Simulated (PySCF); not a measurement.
Molecule: Si(H)(Cl)3, SMILES Cl[SiH](Cl)Cl (HCl₃Si). Atoms near the plane z = 0.0 Å, at the PBE0/def2-SVP optimised geometry (x, y, z in Å): Si1 (-0.7, -0.6, 0.0), Cl2 (-1.4, 1.3, 0.0), Cl3 (1.4, -0.6, 0.0).

Calculation: PBE0/def2-TZVP run with PySCF 2.14.0. Cells within 0.4 Å of a nucleus heavier than hydrogen are left out (blank, or x). The values are rescaled to run from 0 to 1.

```
|3333333333333333333333333333333|
|3333333333333333333333333333333|
|3333333333333333333333333333333|
|3333333333333333333333333333333|
|3333333333333333333333333333333|
|3333333333333333333333333333333|
|3333333332233333333333333333333|
|3333333214103333333333333333333|
|333333209xx61333333333333333333|
|33333319xxx90333333333333333333|
|33333317xxx90333333333333333333|
|333333209x932333333333333333333|
|3333333200013333333333333333333|
|3333333332222333333333333333333|
|3333333333223333333333333333333|
|3333333333379843333200023333333|
|333333333399x99323139x903333333|
|33333333359xxx952209xxx82333333|
|33333333359xxx952209xxx92333333|
|333333333499xx942218xx912333333|
|3333333333499953333113013333333|
|3333333333334333333322233333333|
|3333333333333333333333333333333|
|3333333333333333333333333333333|
|3333333333333333333333333333333|
|3333333333333333333333333333333|
|3333333333333333333333333333333|
|3333333333333333333333333333333|
|3333333333333333333333333333333|
|3333333333333333333333333333333|
|3333333333333333333333333333333|
```
Scale: ten equal steps from 0.000 (start of '0') to 1.00 (end of '9'), in the order '0123456789'; x runs from -3.50 to 3.50, y from -3.50 (bottom) to 3.50 (top).

Q: Which quantity is mapped?
A) electron localisation function
B) electrostatic potential
C) log10 of the electron density
D) Laplacian of the electron density

A: D, Laplacian of the electron density. In full: Laplacian of the electron density (e/bohr⁵), clipped to [-1.50, 1.50].
